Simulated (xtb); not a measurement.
xtb input (GFN2-xTB):

```bash
xtb mol.xyz --gfn 2 --ohess tight --chrg -1 --uhf 0
```
mol.xyz:
```
10

C     -1.47693838     0.64468911    -0.19796821
C     -0.91188517    -0.76331855    -0.18633008
C      0.46037819    -0.82404724    -0.04586372
C      1.19405869     0.50639369    -0.00679843
S     -0.11046637     1.78269362    -0.09204457
H     -2.13369699     0.75665688     0.66951949
H     -1.53707674    -1.64722707    -0.24036670
H      0.99110023    -1.76024524    -0.08552638
H      1.75038969     0.56193550     0.90686464
H      1.83160080     0.62931037    -0.89934319
```

End of the output:

```

    mode    ω/cm⁻¹     T·S(HO)/kcal·mol⁻¹    T·S(FR)/kcal·mol⁻¹   T·S(vib)
   ------------------------------------------------------------------------
       1    141.59    -0.82954 ( 98.47%)    -0.74788 (  1.53%)    -0.82829
   ------------------------------------------------------------------------

   temp. (K)  partition function   enthalpy   heat capacity  entropy
                                   cal/mol     cal/K/mol   cal/K/mol   J/K/mol
 298.15  VIB   3.94                 1453.994     12.574      7.600
         ROT  0.846E+05              888.752      2.981     25.528
         INT  0.334E+06             2342.747     15.555     33.128
         TR   0.760E+27             1481.254      4.968     39.221
         TOT                        3824.0005    20.5234    72.3492   302.7090

       T/K    H(0)-H(T)+PV         H(T)/Eh          T*S/Eh         G(T)/Eh
   ------------------------------------------------------------------------
    298.15    0.609393E-02    0.776633E-01    0.343754E-01    0.432879E-01
   ------------------------------------------------------------------------

         :::::::::::::::::::::::::::::::::::::::::::::::::::::
         ::                  THERMODYNAMIC                  ::
         :::::::::::::::::::::::::::::::::::::::::::::::::::::
         :: total free energy         -14.436173104031 Eh   ::
         ::.................................................::
         :: total energy              -14.479460960791 Eh   ::
         :: zero point energy           0.071569353432 Eh   ::
         :: G(RRHO) w/o ZPVE           -0.028281496672 Eh   ::
         :: G(RRHO) contrib.            0.043287856760 Eh   ::
         :::::::::::::::::::::::::::::::::::::::::::::::::::::

optimized geometry written to: xtbopt.xyz

           -------------------------------------------------
          | TOTAL ENERGY              -14.479460960791 Eh   |
          | TOTAL ENTHALPY            -14.401797674720 Eh   |
          | TOTAL FREE ENERGY         -14.436173104031 Eh   |
          | GRADIENT NORM               0.000297229034 Eh/α |
          | HOMO-LUMO GAP               2.220418005819 eV   |
           -------------------------------------------------

------------------------------------------------------------------------
------------------------------------------------------------------------
 total:
 SCF:
 ANC optimizer:
 analytical hessian:
```

It need not be the lowest isomer of its formula. Whether it binds its extra electron was not tested at this geometry.
